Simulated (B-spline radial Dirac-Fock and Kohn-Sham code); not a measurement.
# Dipole and non-dipole photoemission parameters of Se 4s

System: the free selenium atom, configuration [Ar] 3d10 4s2 4p4; threshold 20.37 eV (orbital energy of the model). These are calculated numbers from a B-spline atomic structure program; the model is Dirac-Hartree-Slater photoionisation with a Latter tail; cross sections with all multipoles, angular parameters from the dipole term and its interference with E2.

```csv
hν (eV),σ (kb),β,γ
60,182,1.988,0.013
68.9,175,1.991,0.064
80.4,159,1.992,0.115
81.4,?,?,?
89.5,145,1.993,0.146
100,130,1.994,0.172
138,88.7,1.995,0.214
179,63.4,1.996,0.230
180,62.9,1.996,0.231
196,56.0,1.996,0.232
200,54.4,1.996,0.232
222,47.0,1.997,0.230
375,21.8,1.997,0.176
395,20.1,1.998,0.167
400,19.7,1.998,0.165
434,17.4,1.998,0.150
918,5.11,1.998,-0.016
1030,4.18,1.998,-0.037
1170,3.34,1.998,-0.055
2984.4,0.563,1.999,0.082
3940,0.318,1.999,0.244
4910,0.199,1.998,0.416
5730,0.142,1.998,0.560
6000,0.129,1.998,0.607
6060,0.126,1.998,0.617
8047.8,0.0663,1.998,0.939
9230,0.0483,1.998,1.116
11800,0.0270,1.998,1.471
12000,0.0259,1.998,1.497
15000,0.0150,1.997,1.863
```

**Question.** Give the values at 81.4 eV.

**Answer.** σ = 158 kb, β = 1.993, γ = 0.119. For an s subshell δ is negligible.
